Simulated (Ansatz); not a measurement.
Consider the atomization: `C[SiH](N)CO` → 2 C• + 9 H• + N• + O• + Si•.

Program: Ansatz. Geometries: PBE0-D4/def2-TZVP. ΔE: electronic, gas phase. CBS: MP2 limit from def2 TZ/QZ plus the TZ coupled-cluster correction, frozen cores. This one scheme is used for every species, atoms too. For atomizations the MP2-based limit and the directly extrapolated one differ by several kJ/mol either way, and by 10 to 25 for some Ge, Se and Sn compounds, so smaller differences from it don't rank the levels. DFT in def2-TZVPP. No spin–orbit coupling; open shells (•) take unrestricted orbitals. Spin–orbit coupling would lower the free atoms: a little for C, O, Si. One conformer a species, not always the lowest.

`C[SiH](N)CO`:

```xyz
14

C    -0.479   -1.116   -1.328
Si   -0.133   -0.502    0.397
N    -1.337    0.692    0.773
C     1.485    0.461    0.493
O     1.345    1.694   -0.200
H    -0.404   -0.295   -2.044
H    -1.474   -1.560   -1.408
H     0.249   -1.879   -1.613
H    -0.094   -1.648    1.359
H    -1.446    1.004    1.726
H    -2.241    0.623    0.332
H     1.787    0.626    1.539
H     2.303   -0.094    0.023
H     0.439    1.993   -0.049
```

(1) What is ΔE at CCSD(T)/CBS? (Estimate.)

(2) What do these levels give: PBE-D4, BLYP-D4, r2SCAN-D4, PBE0-D4, PBE-QIDH, PBE, r2SCAN0, LC-ωPBE, MP2/def2-SVP, HF/def2-QZVPP, HF/CBS(def2), MP2/CBS(def2)? (Estimate.)

(3) What do rigid-rotor, harmonic-oscillator terms from PBE0-D4/def2-TZVP frequencies (298.15 K, 1 bar) make of the CCSD(T)/CBS value? (An estimate is asked.)

Largest T1 diagnostic among the species: 0.012.

Results:

(1) Ansatz gave: +5114.4 kJ/mol.

(2) Ansatz gave: PBE-D4 5181.7, BLYP-D4 5100.0, r2SCAN-D4 5102.8, PBE0-D4 5099.8, PBE-QIDH 5057.8, PBE 5154.3, r2SCAN0 5026.7, LC-ωPBE 5085.4, MP2/def2-SVP 4815.9, HF/def2-QZVPP 3686.8, HF/CBS(def2) 3688.0, MP2/CBS(def2) 5164.6 kJ/mol.

(3) The calculation gave: ΔZPE = -300.2 kJ/mol, ΔH = +4877.1 kJ/mol, ΔS = 1474 J/(mol·K), ΔG = +4437.6 kJ/mol. Open shells count their whole term as degenerate.

Leaving LDA and LC-ωPBE aside and taking each functional with its dispersion term where it has one, the values, not all of them listed here, spread over 207.8 kJ/mol, from BHLYP-D4 to PBE-D4. LDA lies +661.2 kJ/mol from PBE without D4, its usual overbinding. From BLYP to BHLYP (50 % exact exchange), in def2-TZVPP and without D4, ΔE moves by −98.2 kJ/mol: exact exchange takes away binding that semilocal exchange gives to molecules.
